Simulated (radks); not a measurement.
The numbers below are computed, except where a source is named.
Initial-state core-level shifts of neutral magnesium when its valence configuration changes from [Ne] 3s2. Level of theory: scalar-relativistic Kohn-Sham, BLYP, spin-polarised, spherical densities, finite nucleus; open shells are filled with parallel spins first; Fermi nuclear charge, rms radius 3.057 fm (a radial shooting solver on a logarithmic mesh with Libxc functionals). Shifts are changes of the shell-averaged eigenvalues in eV (positive: less bound); the change of the density at the nucleus, which sets a Mossbauer isomer shift, is in e/bohr^3, on a base of 1164.

| valence | 1s | 2s | 2p | density at nucleus |
|---|---|---|---|---|
| 3s1 3p1 | -1.741 | -1.721 | -1.706 | -1.5360 |
| 3s1.5 3p0.5 | -0.995 | -0.978 | -0.972 | -0.7058 |
| 3p2 | -3.611 | -3.556 | -3.524 | -3.3956 |
